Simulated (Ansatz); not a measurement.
The cluster PbO₂H₂. Charge 0, multiplicity 3. Geometry PBE0-D4/def2-TZVP, that of the neutral singlet; atoms count from 1.

```xyz
5

Pb   -0.802   -0.018   -1.039
O     1.094    0.810   -1.095
O    -0.533   -0.532    0.972
H    -1.271   -0.979    1.393
H     1.512    0.719   -0.231
```

In the def2 sets Pb takes a core potential; there is no spin–orbit coupling. At PBE0-D4/def2-TZVP a singlet of charge 0 lies 3.64 eV below the triplet at the same geometry. The structure comes from a short search, and lower isomers may exist.

Q: Estimate the Mulliken populations from the PBE0/def2-TZVP orbitals of Ansatz.

A: 
```csv
atom,charge (e),spin (α − β)
Pb1,0.53,1.32
O2,-0.59,0.32
O3,-0.58,0.37
H4,0.32,-0.01
H5,0.33,0.00
```
Mulliken values and Mayer orders depend strongly on the basis.

Q: Where does the spin sit?

A: Summed by element: Pb 1.32, O 0.69, H -0.01, of 2 unpaired in all. Largest on single atoms: Pb1 1.32, O3 0.37, O2 0.32.

Q: And the Mayer bond orders between bonded heavy atoms (over 0.3)?

A: Pb1–O2 0.80 (2.07 Å); Pb1–O3 0.77 (2.09 Å).
